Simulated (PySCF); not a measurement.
Correlation energy of Kr(26+) (krypton, charge +26)

[Ne], closed-shell 1S. Computed with PySCF 2.14 in an uncontracted even-tempered set (18 s from 7.6 bohr⁻², ratio 2.2; 11 p from 9.8 bohr⁻², ratio 2.2; 6 d from 46 bohr⁻², ratio 2.4; 5 f from 68 bohr⁻², ratio 2.4; 5 g from 100 bohr⁻², ratio 2.4), with no relativity, point nucleus. Frozen: nothing; 10 electrons correlated; the 14 highest virtual orbitals of each spin left out.

MP2 pair energies summed by pair of shells (mhartree):

```
 pair   energy  share (%)
2p-2p  -218.50       56.5
2s-2p   -70.83       18.3
1s-2p   -41.70       10.8
1s-1s   -36.03        9.3
2s-2s   -11.84        3.1
1s-2s    -7.75        2.0
```

Total MP2 correlation energy: -386.66 mhartree.

At this charge a non-relativistic calculation is a model, useful for the Z dependence of the correlation energy.
